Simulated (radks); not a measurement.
Neutral niobium inside a hard spherical wall (all orbitals vanish at R), configuration held at [Kr] 4d4 5s1 and not refilled when levels cross. All-electron calculation, scalar-relativistic Kohn-Sham, PBE, spin-unpolarised, spherical densities, point nucleus. Program: a radial shooting solver on a logarithmic mesh with Libxc functionals. Eigenvalues in eV, with the zero of energy where the potential of the charges vanishes at infinity; a dash marks a level that is unbound or too diffuse for the functional's potential to be trusted. A positive occupied level is held by the wall or, in an anion where self-interaction has pushed it up, behind a barrier. The pressure on the wall is -dE/dV.

R (bohr),E (hartree),kinetic (hartree),e(4s),e(4p),e(5s),e(4d),"e(5p, empty)","e(6s, empty)",pressure (GPa)
free,-3819.61213,3932.805,-58.394,-34.521,-3.982,-3.040,-1.111,-,0
20,-3819.61213,3932.805,-58.394,-34.521,-3.982,-3.040,-1.110,0.056,< 0.0001
12,-3819.61198,3932.807,-58.376,-34.503,-3.968,-3.024,-1.034,1.060,0.00257
10,-3819.61096,3932.816,-58.298,-34.426,-3.906,-2.955,-0.848,2.302,0.0275
8,-3819.60355,3932.864,-57.942,-34.075,-3.594,-2.645,-0.195,5.468,0.312
7,-3819.58886,3932.943,-57.444,-33.588,-3.113,-2.214,0.647,8.852,1.12
6,-3819.54789,3933.132,-56.428,-32.603,-2.006,-1.326,2.393,15.037,4.31
3.5,-3818.51306,3936.860,-46.433,-23.087,16.610,8.957,27.054,82.127,283
1.5,-3772.45752,4074.073,75.294,110.21,406.03,167.60,437.03,897.76,130000
